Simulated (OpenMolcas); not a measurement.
W³⁺.

* Program: OpenMolcas 26.06
* Method: CASSCF
* Basis: ANO-RCC-VDZP [7s6p4d2f1g]
* Scalar Hamiltonian: DKH2, point nucleus
* Active space: 3 electrons in 5 orbitals (5d)
* State averaging: 2S+1 = 4 even, 10 roots; 2S+1 = 2 even, 40 roots
* Spin-orbit coupling: state interaction with AMFI integrals over the reference wave functions, term energies averaged over their components

Levels without dynamic correlation, in cm-1 above 5d3 4F 3/2:

```
            Level      E
       5d3 2G 7/2  18483
5d3 4P 1/2 [66 %]  14980
5d3 2P 1/2 [66 %]  24354
    5d3 2D 5/2(1)  28423
       5d3 2F 5/2  35150
    5d3 2D 5/2(2)  52588
```

On this reference, MS-CASPT2, IPEA 0.25 Eh, imaginary shift 0.1 Eh (closed shells correlated: 5s 5p) puts 5d3 2G 7/2 at 17660 cm-1.

Task: Estimate the other levels at that method by one scale factor, and say how well it serves.

Result: The factor is 17660 / 18483 = 0.955. Scaled values beside those that MS-CASPT2 gives and measured ones (the list in J. Phys. B 45, 035001 (2012)):
```csv
Level,Scaled,MS-CASPT2,Miss (%),Measured
5d3 4P 1/2 [66 %],14306,13370,+7.0,11773
5d3 2P 1/2 [66 %],23258,21690,+7.2,18365
5d3 2D 5/2(1),27144,26380,+2.9,22766
5d3 2F 5/2,33568,32530,+3.2,27938
5d3 2D 5/2(2),50222,48700,+3.1,43287
```
For these levels the scaled values miss MS-CASPT2 by up to 7.2 %, as correlation changes each term by its own factor, spin-orbit parts do not scale and CASPT2 has its own spread within terms. This holds within one configuration; levels of others move differently, and the target method has errors of its own against measurement.

CASPT2 does not keep the components of a term degenerate, so their means are used; among the terms shown or strongly mixed into the levels shown the widest spread is 320 cm-1 (5d3 4F, MS-CASPT2). The basis is small and was not contracted for so high a charge. Without dynamic correlation excited terms often stand tens of per cent too high (terms of higher spin than the ground term too low), and those without a measured partner can miss by more than the paired ones (holds for CASSCF). Some levels mix across a computed gap that differs much from the measured one, so their mixing is not that of the real levels (holds for CASSCF). Some terms miss by over 15 % even with CASPT2, which points to a basis or an active space too small for the shells correlated (holds for MS-CASPT2). Measured partners are found by configuration, term and J. A level has none where our copy of the source lacks it or the pairing is in doubt (some pairs that miss far off the trend of their configuration count as doubtful), and it then counts in no deviation. Levels of configurations outside the active space are missing.

A share in square brackets marks a mixed level and gives the weight of the term that names it, the lowest over the columns. A number in round brackets counts repeated terms of one configuration in the order of the reference energies.
